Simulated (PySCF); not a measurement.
## Correlation energy of Kr(2+) (krypton, charge +2)

[Ar] 3d10 4s2 4p4, high-spin 3P determinant. Computed with PySCF 2.14 in def2-TZVPPD, with no relativity, point nucleus. Frozen: [Ne]; 24 electrons correlated.

```csv
level,correlation energy (mhartree)
CCSD,-284.32
(T),-6.27
CCSD(T),-290.59
```

Diagnostics: T1 = 0.0041, D1 = 0.0225, largest double amplitude 0.036.

Cost of the coupled-cluster step: roughly 21 core-seconds, for 24 correlated electrons.

Iterations:

```
CC2 = 0
CCSD nocc = (np.int64(13), np.int64(11)), nmo = (52, 52)
frozen orbitals [[0, 1, 2, 3, 4], [0, 1, 2, 3, 4]]
max_cycle = 100
direct = 0
conv_tol = 1e-08
conv_tol_normt = 1e-06
diis_space = 8
diis_start_cycle = 0
Init t2, MP2 energy = -0.278036651980322
Init E_corr(UCCSD) = -0.278036651980473
cycle = 1  E_corr(UCCSD) = -0.27715114652077  dE = 0.00088550546  norm(t1,t2) = 0.0400096
cycle = 2  E_corr(UCCSD) = -0.283635043265356  dE = -0.00648389674  norm(t1,t2) = 0.0112013
cycle = 3  E_corr(UCCSD) = -0.28387393003643  dE = -0.000238886771  norm(t1,t2) = 0.00388438
cycle = 4  E_corr(UCCSD) = -0.284356332826541  dE = -0.00048240279  norm(t1,t2) = 0.0010085
cycle = 5  E_corr(UCCSD) = -0.284324990096748  dE = 3.13427298e-05  norm(t1,t2) = 0.000144749
cycle = 6  E_corr(UCCSD) = -0.28432374144579  dE = 1.24865096e-06  norm(t1,t2) = 2.13177e-05
cycle = 7  E_corr(UCCSD) = -0.284324601566446  dE = -8.60120656e-07  norm(t1,t2) = 4.52567e-06
cycle = 8  E_corr(UCCSD) = -0.284324578754394  dE = 2.28120521e-08  norm(t1,t2) = 1.01934e-06
cycle = 9  E_corr(UCCSD) = -0.284324560943734  dE = 1.78106602e-08  norm(t1,t2) = 2.16772e-07
cycle = 10  E_corr(UCCSD) = -0.284324564668597  dE = -3.72486342e-09  norm(t1,t2) = 4.8801e-08
UCCSD converged
E(UCCSD) = -2750.952652385477  E_corr = -0.2843245646685971
UCCSD(T) correction = -0.00627117075583834
```

This basis was not built for core-valence correlation, so the inner-shell part is incomplete.
